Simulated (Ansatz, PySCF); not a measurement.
Molecule: SnBr, charge 0, multiplicity 2. 
Coordinates optimised at B3LYP-D3(BJ)/def2-TZVP (Ansatz, a program for electronic structure):
```xyz
2

Sn     0.0000     0.0000    -1.0486
Br     0.0000     0.0000     1.4979
```
Charge 0, spin multiplicity 2.

Total electronic energies in hartree. Valence correlation only, unless marked. Open shells are spin-unrestricted. Spin-orbit coupling is left out. The frozen core is the preceding noble-gas configuration, with the filled d and f shells of earlier blocks. Past Kr the def2 sets carry scalar-relativistic core potentials. STO-3G rows are all-electron and non-relativistic. CBS marks a two-point X^-3 extrapolation of the correlation energy; Hartree-Fock from the larger set. The bracket is a focal-point correction in the basis named.

| level | program | energy (Eh) |
|---|---|---|
| HF/def2-SVP | Ansatz | -2785.50008 |
| HF-D3(BJ)/def2-TZVPD | PySCF + dftd3 | -2785.83986 |
| PBE-D3(BJ)/def2-TZVPD | Ansatz + dftd3 | -2788.10859 |
| PBE-D4/def2-TZVPD | Ansatz + dftd4 | -2788.10887 |
| revPBE-D3(BJ)/def2-TZVPD | Ansatz + dftd3 | -2788.32608 |
| M06-L-D4/def2-TZVPD | PySCF + dftd4 | -2788.55230 |
| M06-L/def2-TZVPD | PySCF | -2788.55222 |
| PBE0-D4/def2-TZVP | Ansatz + dftd4 | -2788.20294 |
| PBE0-D4/def2-TZVPD | Ansatz + dftd4 | -2788.20348 |
| PBE0/def2-TZVP | Ansatz | -2788.20143 |
| PBE0/def2-QZVPP | Ansatz | -2788.25535 |
| PW6B95-D3(BJ)/def2-TZVPD | PySCF + dftd3 | -2789.75797 |
| PW6B95-D4/def2-TZVPD | PySCF + dftd4 | -2789.75723 |
| HSE06/def2-TZVPD | Ansatz | -2788.20532 |
| B2PLYP/def2-TZVPD | Ansatz | -2787.79904 |
| MP2/def2-SVP | Ansatz | -2785.66426 |
| RI-MP2/def2-QZVPP | Ansatz | -2786.11445 |
| SCS-MP2/STO-3G | Ansatz | -8507.99247 |
| SCS-MP2/def2-QZVPP | Ansatz | -2786.11599 |
| CCSD/STO-3G | Ansatz | -8507.99988 |
| CCSD/def2-QZVPPD | Ansatz | -2786.13746 |
| RI-MP2/CBS(def2-TZVPPD,def2-QZVPPD)+[CCSD(T)-MP2]/def2-SVPD | Ansatz | -2786.1599 |
| CCSD(T)/CBS(def2-TZVPPD,def2-QZVPPD) | Ansatz | -2786.1665 |

Totals of different functionals don't rank their quality; only differences between species are comparable.
